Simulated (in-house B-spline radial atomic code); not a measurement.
Inner levels of europium as electrons are removed. A shift is the extra binding of the orbital against the neutral atom ([Xe] 4f5/2(6) 4f7/2(1) 6s2). The density at the nucleus is averaged over the nuclear charge. Computed with a radial B-spline atomic code at the basis-set limit: Dirac-Hartree-Fock, jj configuration that fills j = l - 1/2 first, finite nuclei.

A number in brackets counts the electrons of a j subshell.

```json
{"ion": "Eu52+", "configuration": "[Ne] 3s1", "shift of 1s1/2 (eV)": "3945.44", "radius of 1s1/2 (bohr)": "0.022294", "Σ<r²> (bohr²)": "0.12751", "change of density at nucleus (bohr⁻³)": "-6080.78"}
{"ion": "Eu53+", "configuration": "[He] 2s2 2p6", "shift of 1s1/2 (eV)": "4104.68", "radius of 1s1/2 (bohr)": "0.022292", "Σ<r²> (bohr²)": "0.070569", "change of density at nucleus (bohr⁻³)": "-14219.1"}
{"ion": "Eu54+", "configuration": "[He] 2s2 2p1/2(2) 2p3/2(3)", "shift of 1s1/2 (eV)": "?", "radius of 1s1/2 (bohr)": "?", "Σ<r²> (bohr²)": "?", "change of density at nucleus (bohr⁻³)": "?"}
{"ion": "Eu55+", "configuration": "[He] 2s2 2p1/2(2) 2p3/2(2)", "shift of 1s1/2 (eV)": "4856.99", "radius of 1s1/2 (bohr)": "0.022265", "Σ<r²> (bohr²)": "0.0522", "change of density at nucleus (bohr⁻³)": "-12152.8"}
{"ion": "Eu56+", "configuration": "[He] 2s2 2p1/2(2) 2p3/2(1)", "shift of 1s1/2 (eV)": "5239.8", "radius of 1s1/2 (bohr)": "0.02225", "Σ<r²> (bohr²)": "0.04341", "change of density at nucleus (bohr⁻³)": "-11095"}
{"ion": "Eu57+", "configuration": "[He] 2s2 2p1/2(2)", "shift of 1s1/2 (eV)": "5627.04", "radius of 1s1/2 (bohr)": "0.022236", "Σ<r²> (bohr²)": "0.034871", "change of density at nucleus (bohr⁻³)": "-10020.7"}
{"ion": "Eu58+", "configuration": "[He] 2s2 2p1/2(1)", "shift of 1s1/2 (eV)": "6056.93", "radius of 1s1/2 (bohr)": "0.022216", "Σ<r²> (bohr²)": "0.027557", "change of density at nucleus (bohr⁻³)": "-10096.4"}
{"ion": "Eu59+", "configuration": "[He] 2s2", "shift of 1s1/2 (eV)": "?", "radius of 1s1/2 (bohr)": "?", "Σ<r²> (bohr²)": "?", "change of density at nucleus (bohr⁻³)": "?"}
{"ion": "Eu60+", "configuration": "[He] 2s1", "shift of 1s1/2 (eV)": "6858.37", "radius of 1s1/2 (bohr)": "0.022194", "Σ<r²> (bohr²)": "0.010813", "change of density at nucleus (bohr⁻³)": "-42940.3"}
{"ion": "Eu61+", "configuration": "1s2", "shift of 1s1/2 (eV)": "?", "radius of 1s1/2 (bohr)": "?", "Σ<r²> (bohr²)": "?", "change of density at nucleus (bohr⁻³)": "?"}
{"ion": "Eu62+", "configuration": "1s1", "shift of 1s1/2 (eV)": "8389.84", "radius of 1s1/2 (bohr)": "0.022037", "Σ<r²> (bohr²)": "0.00066051", "change of density at nucleus (bohr⁻³)": "-307072"}
```

Q: Fill in the row of Eu54+.

A: shift of 1s1/2 (eV): 4478.62; radius of 1s1/2 (bohr): 0.022278; Σ<r²> (bohr²): 0.06125; change of density at nucleus (bohr⁻³): -13194.2.

Q: Fill in the row of Eu59+.

A: shift of 1s1/2 (eV): 6492.32; radius of 1s1/2 (bohr): 0.022196; Σ<r²> (bohr²): 0.020474; change of density at nucleus (bohr⁻³): -10204.4.

Q: Fill in the row of Eu61+.

A: shift of 1s1/2 (eV): 7227.54; radius of 1s1/2 (bohr): 0.022183; Σ<r²> (bohr²): 0.0013396; change of density at nucleus (bohr⁻³): -76390.6.
